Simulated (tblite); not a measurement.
Species: C3H13FSi4.
Numbering: `[F:1][Si@H:2]1[CH2:3][C@H:4]([SiH:5]([SiH3:6])[SiH3:7])[CH2:8]1` (hydrogens: H9 on Si2; H10, H11 on C3; H12 on C4; H13 on Si5; H14, H15, H16 on Si6; H17, H18, H19 on Si7; H20, H21 on C8)

Structure used (GFN2-xTB), in Å, numbered top down from 1:
```
atom  x, y, z in Å
F1     4.1076   -0.2055   -0.8535
Si2    2.9735   -0.3290    0.2966
C3     1.6399    1.0229    0.1891
C4     0.6433    0.0199   -0.4513
Si5   -1.1000    0.0203    0.3338
Si6   -2.3222   -1.7320   -0.5776
Si7   -1.9821    2.1630    0.1780
C8     1.4365   -1.3009   -0.2615
H9     3.7402   -0.6280    1.4902
H10    1.8452    1.8951   -0.4285
H11    1.2957    1.3876    1.1556
H12    0.5655    0.2341   -1.5201
H13   -0.8195   -0.2817    1.7626
H14   -2.4201   -1.6378   -2.0378
H15   -3.6958   -1.7232   -0.0661
H16   -1.7900   -3.0688   -0.2954
H17   -2.0517    2.6329   -1.2094
H18   -1.2406    3.1912    0.9146
H19   -3.3518    2.1953    0.6988
H20    1.5125   -1.9030   -1.1649
H21    1.0049   -1.9352    0.5111
```

Computed with GFN2-xTB (tblite): harmonic, unscaled wavenumbers at the GFN2-xTB geometry, gas phase. This tight-binding method is rough: wavenumbers can miss measured ones by several per cent, in bad cases by 10 to 20. Modes of hydrogen on silicon can be 10 to 20 % off. One conformer, not necessarily the lowest.

Harmonic wavenumbers (cm⁻¹): 28.1, 30.1, 33.7, 45.1, 62.5, 83.4, 122.0, 155.2, 161.7, 251.9, 281.7, 386.7, 397.1, 407.6, 425.6, 456.3, 494.5, 507.6, 530.8, 608.9, 620.6, 658.7, 674.6, 678.3, 730.1, 759.9, 771.6, 798.8, 809.9, 813.0, 817.9, 821.9, 832.2, 865.4, 995.0, 1019.8, 1043.1, 1079.3, 1188.9, 1192.7, 1254.6, 1264.7, 1474.1, 1477.7, 2036.7, 2216.2, 2220.5, 2223.5, 2227.0, 2229.8, 2233.3, 2370.0, 2938.0, 2985.2, 2988.3, 3004.2, 3006.0.

A = 1456, B = 495.8, C = 392.7 MHz; mass 180.008 u (most abundant isotopes); point group Cs, symmetry number 1.

Task: Zero-point energy?

Result: ½Σν̃ = 30396 cm⁻¹ = 363.62 kJ/mol.

Task: What is S at 400 K and 1 bar for an ideal gas of classical rigid rotors and harmonic oscillators?

Result: Translation 179.73, rotation 135.07, vibration 284.35: S = 599.2 J/(mol K).

Task: And Cp and H(400 K) − H(0)?

Result: Cp = 270.44 J/(mol K), of which vibrations give 237.18 (their classical limit is 57 R = 473.9); H(400 K) − H(0) = 65.95 kJ/mol without the zero-point energy, 52.64 from vibrations.

Task: Which modes carry the vibrational entropy at 400 K?

Result: 28.1 cm⁻¹: 27.37; 30.1 cm⁻¹: 26.80; 33.7 cm⁻¹: 25.86; 45.1 cm⁻¹: 23.45; 62.5 cm⁻¹: 20.74; 83.4 cm⁻¹: 18.36 J/(mol K); the other 51 give 141.77 together.

Task: How do the functions run with temperature in this model?

Result: 
```
 T (K)  S (J/(mol K))  Cp (J/(mol K))  H − H(0) (kJ/mol)  G − H(0) (kJ/mol)  ln q(vib)
   150          406.0           136.5              13.93             -46.96       7.72
   250          489.7           196.5              30.58             -91.84      12.20
298.15          526.6           223.2              40.70            -116.32      14.24
   600          721.9           334.7             126.95            -306.22      25.90
   900          869.9           394.1             237.05            -545.90      35.85
```

q(vib) and H(0) count from the zero-point level.

Task: Blend soft modes into free rotors: weight 1/[1 + (100 cm⁻¹/ν̃)⁴] for the oscillator and the rest for a rotor with moment μB/(μ + B), μ = h/(8π²ν), B = 10⁻⁴⁴ kg m². What vibrational entropy results?

Result: 242.90 J/(mol K) in place of 284.35, which changes −T·S at 400 K by +16.58 kJ/mol.

Task: What must be added to the electronic energy to get the Gibbs energy at 400 K and 1 bar?

Result: ZPE + [H(400 K) − H(0)] − T·S = 363.62 + 65.95 − 239.66 = 189.91 kJ/mol.

Hindered rotation and anharmonicity are outside this model. Other conformers, if any are populated, would add a mixing term that is left out.
